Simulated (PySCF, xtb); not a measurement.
SnOCl2, SMILES [O]=[Sn]([Cl])[Cl].

Harmonic wavenumbers (cm⁻¹) from GFN2-xTB (xtb 6.7.1) at its own minimum, in rising order: 85, 96, 138, 295, 343, 716.

Question: What does PBE-D3(BJ)/def2-SVP (PySCF) give at its own minimum? (Estimate from the structure and the level; the computed values follow.)

Answer: 110, 117, 135, 354, 369, 789. Paired by order, the mean absolute difference is 35 cm⁻¹ and the zero-point energies are 2.4 and 2.7 kcal/mol.
